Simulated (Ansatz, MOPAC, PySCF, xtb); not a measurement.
Donor–acceptor adduct: BF3 (SMILES FB(F)F) (first 4 atoms) with NH3 (SMILES N); geometry from B3LYP-D3(BJ)/def2-TZVP, rigid monomers moved along the line of their centres of mass till B2···N5 is 1.95 Å.
(charge 0, multiplicity 1):
```xyz
8

F     -1.128    -0.835     0.693
B     -0.007    -0.090     0.962
F      0.003     1.149     0.371
F      1.173    -0.781     0.849
N     -0.145     0.298     2.864
H     -1.001     0.811     3.055
H     -0.156    -0.568     3.397
H      0.647     0.858     3.165
```

Monomers are frozen at their geometry in the pair; levels with a basis set take the counterpoise correction. Rows marked so take none.

Correlated levels freeze the cores. Rows in 6-31G* carry no dispersion term and start afresh at each structure (6-31G* with six Cartesian d functions). The state that PM3 reach isn't checked.

Programs: Ansatz (Gaussian basis) for Hartree–Fock, density functionals and correlated methods; MOPAC for PM3 (differences of heats of formation); PySCF for 6-31G* rows, the dispersion terms; xtb for the GFN methods. 

```
level                           interaction energy (kJ/mol)
------------------------------  ---------------------------
PM3                                                  -256.6
GFN2-xTB                                             -145.9
BP86/6-31G* (no counterpoise)                             ?
B3LYP/6-31G* (no counterpoise)                       -169.1
PBE0/def2-TZVPPD                                     -166.8
PBE0-D4/def2-TZVPPD                                  -170.9
wB97M-V/def2-TZVPPD                                  -165.0
MP2/aug-cc-pVDZ                                      -154.0
CCSD/aug-cc-pVDZ                                     -154.9
```

Q: Fill in the missing entries.

A: 
- BP86/6-31G* (no counterpoise), interaction energy (kJ/mol): -161.6

Ansatz is a program for electronic structure.
